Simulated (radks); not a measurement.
Values are calculated unless marked as measured or tabulated.
The arsenic ion As11.1+, configuration [Ar] 3d3.9 (fractional occupations, a model configuration).

Code: a radial shooting solver on a logarithmic mesh with Libxc functionals. Model: Dirac Kohn-Sham, LDA (Slater exchange, Perdew-Wang correlation), spin-unpolarised, spherical densities, point nucleus; open shells are shared between the two j in proportion to 2j + 1.

Energy parts (eV):
part                       energy
total                  -60013.705
kinetic                 61397.627
electron-nucleus      -138207.494
Hartree                 18712.978
exchange-correlation    -1916.816

Orbitals (lengths in bohr, moments of r in powers of bohr; <r^-3> diverges for s and p1/2; r(90%) holds 90 % of the orbital's charge):
orbital,occ.,eigenvalue (eV),<1/r>,<r^4>,<r^-3>,r(90%),small-component weight
1s1/2,2,-12006.00,33.42,0.00002010,-,0.0814,1.42e-02
2s1/2,2,-1798.210,7.416,0.004037,-,0.313,2.78e-03
2p1/2,2,-1641.746,7.382,0.002805,-,0.285,2.78e-03
2p3/2,4,-1605.216,7.168,0.003004,1064,0.290,2.72e-03
3s1/2,2,-465.4651,2.581,0.1940,-,0.822,7.60e-04
3p1/2,2,-412.2790,2.496,0.2030,-,0.834,7.23e-04
3p3/2,4,-406.0897,2.447,0.2136,182.0,0.845,7.09e-04
3d3/2,1.56,-316.6593,2.279,0.2102,25.11,0.844,6.25e-04
3d5/2,2.34,-315.5585,2.267,0.2133,24.45,0.847,6.21e-04

The highest occupied level is 3d5/2 at -315.56 eV. The density falls to 0.001 e/bohr^3 at r = 1.62 bohr.
